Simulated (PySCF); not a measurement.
[Pr(NH3)2]3+: from a saddle point downhill

PySCF 2.14.0, RKS BP86, Pr lcecp-1-SVP with ECP48, N def2-SVP, H def2-SVP; non-relativistic Hamiltonian with scalar-relativistic core potentials where named; density fitting; no spin-orbit coupling. Relaxed within the symmetry of its start, the geometry (D3d) is

```xyz
9

Pr    0.0000    0.0000    0.0000
N     0.0000    0.0000    2.5548
H     0.8154    0.4708    3.0195
H    -0.8154    0.4708    3.0195
H     0.0000   -0.9415    3.0195
N     0.0000    0.0000   -2.5548
H     0.8154   -0.4708   -3.0195
H    -0.8154   -0.4708   -3.0195
H     0.0000    0.9415   -3.0195
```

and its lowest harmonic modes are -120, -120, 65, 330, 334, 602 cm⁻¹ (negative: unstable). It was moved along the lowest mode and relaxed again.

(1) Where does it end, and how much lower?

(2) How do the contacts change?

(3) Is the end a minimum?

An lcecp potential fixes the number of 4f electrons, so in runs with it no electron can move into or out of that shell.

State: singlet in the valence, with the 4f electrons in the core potential.

## Answers

(1) In C1, 0.455 eV lower, after 18 steps:
```xyz
9

Pr   -0.0896    1.1577    0.0004
N     0.0166   -0.1965    2.0824
H     0.8620   -0.0290    2.6844
H    -0.7740   -0.0384    2.7569
H     0.0179   -1.2401    1.9710
N     0.0176   -0.1949   -2.0835
H     0.8527   -0.8237   -2.1881
H    -0.7853   -0.8517   -2.2525
H     0.0422    0.3676   -2.9710
```

(2) 
| contact | saddle (Å) | end (Å) |
| --- | --- | --- |
| Pr1–N2 (NH3) | 2.555 | 2.486 |
| Pr1–N6 (NH3) | 2.555 | 2.487 |


(3) Probably not: 1 of the modes stay unstable (below −25 cm⁻¹), though so soft as to be near the noise; lowest modes -40, 72, 82, 350, 356, 646 cm⁻¹.
